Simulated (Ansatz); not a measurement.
C₄H₁₂N₂O₂W (`C[N]=[W](=[N]C)([O]C)[O]C`), one more setting.

```yaml
crystal:
  periodic: [false, false, false]
  atoms:
    - {symbol: C, position_ang: [0.583228, 2.163277, -1.784567]}
    - {symbol: N, position_ang: [0.065563, 1.369326, -0.731704]}
    - {symbol: W, position_ang: [-0.287940, 0.001499, 0.308239]}
    - {symbol: N, position_ang: [0.719915, -1.367485, -0.124570]}
    - {symbol: C, position_ang: [1.728068, -2.164205, -0.720873]}
    - {symbol: O, position_ang: [0.084534, 0.503970, 2.095670]}
    - {symbol: C, position_ang: [0.567228, 1.655569, 2.728351]}
    - {symbol: O, position_ang: [-2.100001, -0.498766, 0.078346]}
    - {symbol: C, position_ang: [-2.768228, -1.655254, -0.341084]}
    - {symbol: H, position_ang: [-0.215528, 2.481146, -2.464416]}
    - {symbol: H, position_ang: [1.335118, 1.623610, -2.372049]}
    - {symbol: H, position_ang: [1.055903, 3.068295, -1.386830]}
    - {symbol: H, position_ang: [2.252604, -1.628679, -1.520772]}
    - {symbol: H, position_ang: [2.470378, -2.477331, 0.022243]}
    - {symbol: H, position_ang: [1.294135, -3.072016, -1.154824]}
    - {symbol: H, position_ang: [0.490988, 2.533939, 2.078868]}
    - {symbol: H, position_ang: [1.615681, 1.516937, 3.012461]}
    - {symbol: H, position_ang: [-0.015592, 1.837013, 3.636468]}
    - {symbol: H, position_ang: [-3.624648, -1.833116, 0.316344]}
    - {symbol: H, position_ang: [-2.113009, -2.532202, -0.311762]}
    - {symbol: H, position_ang: [-3.138396, -1.525538, -1.363531]}
basis:
  gaussian: {orbitals: def2-SVPD}
hamiltonian: {xc: {name: RPBE}}
accuracy: high
output: {forces: true}
```

```sh
$ ansatz run in.yaml --threads 4 --pin off --events-out ev --progress --plain --max-ram 46080MiB --backend cuda --devices 0, --max-vram 37GiB
```

Output, abridged:

```
Functional definition: RPBE
6122 factors; integrals over basis functions are off by at most 1.6e-8 eV
mean field evaluation 1: about -13208.6395 eV, gradient 1.2e2 eV
mean field evaluation 2: about -13000.1991 eV, gradient 3.1e2 eV
mean field evaluation 4: about -13235.6196 eV, gradient 5.2e1 eV
mean field evaluation 8: about -13241.1137 eV, gradient 1.4e0 eV
mean field evaluation 16: about -13241.1099 eV, gradient 1.4e-3 eV
mean field -13241.10989142 eV, -486.6018133631 hartree, gradient 4.4e-8 eV, S^2 0.000000; 0 other end points of the search recorded, 0 dependent functions left out
reference -13241.10989824 eV, -486.6018136135 hartree; 40, 40 occupied and 257, 257 virtual orbitals, 6122 factors
Total energy: -13241.10989824 eV, -486.6018136135 hartree
Atom 0 at     0.583228     2.163277    -1.784567 Å, force     0.003807    -0.015782    -0.008840 eV/Å
Atom 1 at     0.065563     1.369326    -0.731704 Å, force     0.092827     0.739884    -0.417094 eV/Å
Atom 2 at    -0.287940     0.001499     0.308239 Å, force    -0.455208     0.004610     0.494336 eV/Å
Atom 3 at     0.719915    -1.367485    -0.124570 Å, force     0.406201    -0.742246    -0.124989 eV/Å
Atom 4 at     1.728068    -2.164205    -0.720873 Å, force     0.009838     0.016069    -0.005992 eV/Å
Atom 5 at     0.084534     0.503970     2.095670 Å, force     0.003332    -0.262916     0.628375 eV/Å
Atom 6 at     0.567228     1.655569     2.728351 Å, force     0.055431     0.084397     0.090819 eV/Å
Atom 7 at    -2.100001    -0.498766     0.078346 Å, force    -0.627440     0.262315     0.039364 eV/Å
Atom 8 at    -2.768228    -1.655254    -0.341084 Å, force    -0.095178    -0.084340    -0.046966 eV/Å
Atom 9 at    -0.215528     2.481146    -2.464416 Å, force    -0.374047     0.180067    -0.363489 eV/Å
Atom 10 at     1.335118     1.623610    -2.372049 Å, force     0.380287    -0.234624    -0.319092 eV/Å
Atom 11 at     1.055903     3.068295    -1.386830 Å, force     0.240332     0.460032     0.162864 eV/Å
Atom 12 at     2.252604    -1.628679    -1.520772 Å, force     0.287434     0.231775    -0.405663 eV/Å
Atom 13 at     2.470378    -2.477331     0.022243 Å, force     0.392007    -0.177888     0.343874 eV/Å
Atom 14 at     1.294135    -3.072016    -1.154824 Å, force    -0.181355    -0.460642    -0.223254 eV/Å
Atom 15 at     0.490988     2.533939     2.078868 Å, force    -0.029105     0.455094    -0.290707 eV/Å
Atom 16 at     1.615681     1.516937     3.012461 Å, force     0.537443    -0.037617     0.166488 eV/Å
Atom 17 at    -0.015592     1.837013     3.636468 Å, force    -0.283088     0.115490     0.471222 eV/Å
Atom 18 at    -3.624648    -1.833116     0.316344 Å, force    -0.446047    -0.113712     0.321582 eV/Å
Atom 19 at    -2.113009    -2.532202    -0.311762 Å, force     0.292093    -0.453709     0.008084 eV/Å
Atom 20 at    -3.138396    -1.525538    -1.363531 Å, force    -0.209566     0.033744    -0.520923 eV/Å
Dipole moment:     0.148590    -0.001578    -0.157732 e Å
```

Run time 8.5 s (4 threads of an AMD EPYC 7R13 on a shared host and a share of an NVIDIA H100 80 GB); peak host memory 1.5 GiB.
